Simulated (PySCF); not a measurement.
## A small calculation by hand: chemical shift, span and skew from a shielding tensor

Ga(OH)(SiH3)2 (GaH7OSi2), SMILES [OH][Ga]([SiH3])[SiH3]. Atoms are numbered in the order given.

```xyz
11

Ga    -0.2609    -0.0015     0.0000
O     -2.0602    -0.1223     0.0000
H     -2.5311     0.7248     0.0000
Si     0.7600    -2.1873     0.0000
H      1.6313    -2.3474    -1.2021
H      1.6313    -2.3474     1.2021
H     -0.2524    -3.2796     0.0000
Si     0.7497     2.2033     0.0000
H      1.6132     2.3796     1.2048
H      1.6132     2.3796    -1.2048
H     -0.2715     3.2924     0.0000
```

Coordinates come from a TPSSh-D3(BJ)/def2-SVP optimisation. One conformer was computed; it need not be the lowest.

GIAO shieldings from PBE/pcSseg-1 (PySCF), non-relativistic, no solvent. The symmetric part of the tensor of Si4 has the principal values 441.8, 450.9, 470.3 ppm. The same nucleus in TMS has σ = 335.4 ppm at this level (PySCF, at its B3LYP-D3(BJ)/def2-TZVP geometry).

Problem. Work out the isotropic shielding, the ²⁹Si shift against TMS, the span and the skew.

Solution. 
σ(iso) = (σ11 + σ22 + σ33)/3 = 454.3 ppm. δ = σ(ref) − σ(iso) = 335.4 − (454.3) = -118.9 ppm.
Span Ω = σ33 − σ11 = 28.5 ppm. Skew κ = 3(σ(iso) − σ22)/Ω = 0.36. Tumbling in solution averages the tensor to δ; in a static solid the shielding alone would spread this spin-1/2 line over Ω.
